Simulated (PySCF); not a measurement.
**Running PySCF for BSb**

The script input.py:

```python
from pyscf import gto, dft

mol = gto.M(
    atom='B 0 0 0; Sb 0 0 1.962',
    basis='def2-svpd',
    ecp={'Sb': 'def2-svpd'},
    charge=0,
    spin=2,
    symmetry=True,
    verbose=4,
)
mf = dft.UKS(mol, xc='wb97x')
mf.kernel()
mf.mulliken_pop()
mf.dip_moment()
print('orbital energies (hartree):', [e[max(0, n-3):n+3].round(4) for e, n in zip(mf.mo_energy, mol.nelec)])
```

```bash
$ OMP_NUM_THREADS=1 python input.py
```

Output (some set-up lines and the per-cycle HOMO/LUMO lines with their warnings removed):

```
PySCF version 2.14.0

[INPUT] verbose = 4
[INPUT] num. atoms = 2
[INPUT] num. electrons = 28
[INPUT] charge = 0
[INPUT] spin (= nelec alpha-beta = 2S) = 2
[INPUT] symmetry True subgroup None
[INPUT] Mole.unit = angstrom
[INPUT] Symbol           X                Y                Z      unit          X                Y                Z       unit  Magmom
[INPUT]  1 B      0.000000000000   0.000000000000   0.000000000000 AA    0.000000000000   0.000000000000   0.000000000000 Bohr   0.0
[INPUT]  2 Sb     0.000000000000   0.000000000000   1.962000000000 AA    0.000000000000   0.000000000000   3.707642656397 Bohr   0.0

nuclear repulsion = 31.0170128724771
point group symmetry = Coov
symmetry origin: [0.         0.         3.37660313]
symmetry axis x: [1. 0. 0.]
symmetry axis y: [0. 1. 0.]
symmetry axis z: [0. 0. 1.]
num. orbitals of irrep A1 = 20
num. orbitals of irrep E1x = 11
num. orbitals of irrep E1y = 11
num. orbitals of irrep E2x = 5
num. orbitals of irrep E2y = 5
number of shells = 20
number of NR pGTOs = 97
number of NR cGTOs = 52
basis = def2-svpd
ecp = {'Sb': 'def2-svpd'}

******** <class 'pyscf.dft.uks_symm.SymAdaptedUKS'> ********
method = SymAdaptedUKS
initial guess = minao
damping factor = 0
level_shift factor = 0
DIIS = <class 'pyscf.scf.diis.CDIIS'>
diis_start_cycle = 1
diis_space = 8
diis_damp = 0
SCF conv_tol = 1e-09
SCF conv_tol_grad = None
SCF max_cycles = 50
direct_scf = True
direct_scf_tol = 1e-13
number electrons alpha = 15  beta = 13
XC library pyscf.dft.libxc version 7.0.0
    S. Lehtola, C. Steigemann, M. J.T. Oliveira, and M. A.L. Marques.,  SoftwareX 7, 1–5 (2018)
XC functionals = wb97x
    J.-D. Chai and M. Head-Gordon.,  J. Chem. Phys. 128, 084106 (2008)
radial grids:
    Treutler-Ahlrichs [JCP 102, 346 (1995); DOI:10.1063/1.469408] (M4) radial grids

becke partition: Becke, JCP 88, 2547 (1988); DOI:10.1063/1.454033
pruning grids: <function nwchem_prune>
grids dens level: 3
symmetrized grids: True
atomic radii adjust function: <function treutler_atomic_radii_adjust>
small_rho_cutoff = 0
Freeze 0 electrons in irreps []
    28 free electrons in irreps A1 E1x E1y E2x E2y
Set gradient conv threshold to 3.16228e-05
tot grids = 36008
init E= -239.538968063691

cycle= 1 E= -263.759119651373  delta_E= -24.2  |g|= 1.55  |ddm|= 7.61

cycle= 2 E= -262.960524254301  delta_E= 0.799  |g|= 1.68  |ddm|= 5.64

cycle= 3 E= -264.756275598603  delta_E= -1.8  |g|= 0.417  |ddm|= 2.54

cycle= 4 E= -264.932358179992  delta_E= -0.176  |g|= 0.138  |ddm|= 0.987

cycle= 5 E= -264.949940525698  delta_E= -0.0176  |g|= 0.0315  |ddm|= 0.251

cycle= 6 E= -264.951277334112  delta_E= -0.00134  |g|= 0.0168  |ddm|= 0.104

cycle= 7 E= -264.951457911516  delta_E= -0.000181  |g|= 0.0156  |ddm|= 0.043

cycle= 8 E= -264.951482665228  delta_E= -2.48e-05  |g|= 0.0158  |ddm|= 0.0157

cycle= 9 E= -264.951492005669  delta_E= -9.34e-06  |g|= 0.0159  |ddm|= 0.016

cycle= 10 E= -264.951485481556  delta_E= 6.52e-06  |g|= 0.0156  |ddm|= 0.017

[30 cycles left out]
cycle= 41 E= -264.951485004765  delta_E= 2.66e-06  |g|= 0.0155  |ddm|= 0.0072

cycle= 42 E= -264.9514692345  delta_E= 1.58e-05  |g|= 0.0153  |ddm|= 0.00806

cycle= 43 E= -264.951474954462  delta_E= -5.72e-06  |g|= 0.0154  |ddm|= 0.00721

cycle= 44 E= -264.951462610562  delta_E= 1.23e-05  |g|= 0.0153  |ddm|= 0.00983

cycle= 45 E= -264.951442100605  delta_E= 2.05e-05  |g|= 0.0154  |ddm|= 0.00738

cycle= 46 E= -264.951457900802  delta_E= -1.58e-05  |g|= 0.0154  |ddm|= 0.00511

cycle= 47 E= -264.951450906404  delta_E= 6.99e-06  |g|= 0.0154  |ddm|= 0.0039

cycle= 48 E= -264.951447088982  delta_E= 3.82e-06  |g|= 0.0153  |ddm|= 0.00325

cycle= 49 E= -264.951456354588  delta_E= -9.27e-06  |g|= 0.0154  |ddm|= 0.00415

cycle= 50 E= -264.951445230763  delta_E= 1.11e-05  |g|= 0.0153  |ddm|= 0.00599
SCF not converged.
SCF energy = -264.951445230763 after 50 cycles  <S^2> = 2.0119001  2S+1 = 3.0079229
 ** Mulliken pop       alpha | beta **
pop of  0 B 1s        0.99502 | 0.99420
pop of  0 B 2s        0.61444 | 0.42155
pop of  0 B 3s        0.18749 | 0.12842
pop of  0 B 4s        0.00723 | -0.00603
pop of  0 B 2px       0.20620 | 0.14308
pop of  0 B 2py       0.20620 | 0.00041
pop of  0 B 2pz       0.46611 | 0.07204
pop of  0 B 3px       0.15058 | 0.12660
pop of  0 B 3py       0.15058 | -0.00013
pop of  0 B 3pz       0.14779 | 0.00589
pop of  0 B 3dxy      0.00001 | 0.00001
pop of  0 B 3dyz      0.00434 | 0.00032
[40 lines left out]
In total            15.00000 | 13.00000
 ** Mulliken atomic charges   ( Nelec_alpha | Nelec_beta ) **
charge of  0B =     -0.07286  (     3.16641      1.90645 )
charge of  1Sb =      0.07286  (    11.83359     11.09355 )
Dipole moment(X, Y, Z, Debye):  0.00000,  0.00000,  0.88474
orbital energies (hartree): [array([-0.3431, -0.3192, -0.3192,  0.0142,  0.0142,  0.0845]), array([-0.6741, -0.4204, -0.3028, -0.3028, -0.0467,  0.0366])]
```

In short: not converged: SCF after 50 cycles.

It ran on AMD EPYC 9R45 (1 thread, shared host) in 7.7 s, peak memory 0.2 GiB.

The run did not converge; its numbers are not results.
